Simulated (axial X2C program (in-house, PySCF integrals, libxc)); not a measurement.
## Correcting the dissociation energy of SrI⁺ for spin–orbit coupling

A spin-free CCSD(T) curve (one-electron X2C) was computed with an axial X2C code built on PySCF integrals, basis I dyall-cv3z [11s12p8d4f1g], Sr dyall-cv3z [13s12p8d5f1g] (cores contracted in-house), for the state M_S = 0, Λ = 0 (closed shell). It gives D0 = 3.118 eV to I + Sr+, which in a spin-free picture are the weighted means of the ground terms.

Correlated methods: 8 electrons correlated (number of frozen shells: I 4 s, 3 p, 2 d; Sr 4 s, 3 p, 1 d), 312 virtual spin orbitals or spinors in MP2, 86 natural virtuals in coupled cluster.

Measured levels of the ground terms (NIST Handbook of Basic Atomic Spectroscopic Data), in cm⁻¹: I 2P: J = 3/2 at 0, J = 1/2 at 7603.1; Sr+ 2S: J = 1/2 at 0.

The molecular state has Λ = 0, so it has no first-order lowering.

**Question.** How far does each ground level lie under the (2J+1)-weighted mean of its term?

**Answer.** I: (4 × 0 + 2 × 7603.1)/6 = 2534 cm⁻¹; Sr+: a single level, 0.

**Question.** Correct D0.

**Answer.** D0 = 3.118 + (0 − 2534)/8065.5 = 2.804 eV at CCSD(T) with these spin–orbit terms. The direct two-component run gives 2.836 eV; the difference holds second-order terms in the molecule, scalar two-electron terms, the gap between measured and computed atomic splittings (a 2c atom can miss part of its lowering) and, in coupled cluster, the truncation of each run.

Second-order spin–orbit effects in the molecule, which grow quickly with Z, are left out. One determinant describes the state; a PBE0 search over occupations chose it and may have missed a lower one. Dissociation energies refer to the lowest single-determinant-based atoms at the same level and basis. CCSD and (T) use frozen natural virtuals with an MP2 correction for the truncation; (T) itself is uncorrected, so its De runs slightly low. The outer-core s and p shells of the metal are frozen in the correlated rows, which leaves out core–valence correlation; for alkali and alkaline-earth bonds that tends to lengthen them. With the outer-core shells frozen, correlated bond lengths of heavy atoms tend to come out a few hundredths of an ångström too long.
